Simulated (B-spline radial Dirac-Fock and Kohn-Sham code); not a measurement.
# Elastic and transport cross sections of bromine for electrons

The computed values come from a radial atomic solver: relativistic (Dirac) partial waves in the static field of the Dirac-Fock atom with Furness-McCarthy exchange, without polarisation or absorption potentials. σ_tr1 and σ_tr2 weight the cross section with 1 − P₁ and 1 − P₂ of cos θ; "backward" is the share scattered beyond 90°.

| energy (eV) | σ (a₀²) | σ_tr1 (a₀²) | σ_tr2 (a₀²) | σ/σ_tr1 | backward (%) |
| --- | --- | --- | --- | --- | --- |
| 487 | 9.85 | 3.09 | 2.50 | 3.19 | 14 |
| 500 | 9.72 | 3.01 | 2.44 | 3.23 | 13 |
| 508 | 9.65 | 2.97 | 2.41 | 3.25 | 13 |
| 751 | 7.93 | 1.96 | 1.76 | 4.04 | 10 |
| 875 | ? | ? | ? | ? | ? |
| 1000 | 6.81 | 1.40 | 1.42 | 4.87 | 8.3 |
| 1320 | 5.85 | 0.987 | 1.14 | 5.93 | 6.6 |
| 1400 | 5.67 | 0.914 | 1.08 | 6.20 | 6.3 |
| 1500 | 5.45 | 0.835 | 1.02 | 6.53 | 5.9 |
| 1530 | 5.39 | 0.814 | 0.998 | 6.63 | 5.8 |
| 1580 | 5.30 | 0.780 | 0.970 | 6.79 | 5.6 |
| 1990 | 4.65 | 0.570 | 0.779 | 8.15 | 4.5 |
| 2000 | 4.63 | 0.566 | 0.775 | 8.18 | 4.4 |
| 2350 | 4.22 | 0.452 | 0.657 | 9.33 | 3.7 |
| 2440 | 4.13 | 0.429 | 0.632 | 9.62 | 3.6 |

Problem. Fill in the row for 875 eV.

Solution. σ = 7.32 a₀², σ_tr1 = 1.64 a₀², σ_tr2 = 1.57 a₀², σ/σ_tr1 = 4.45, backward 9.1 %. The ratio σ/σ_tr1 is roughly the number of elastic collisions that randomise the direction.
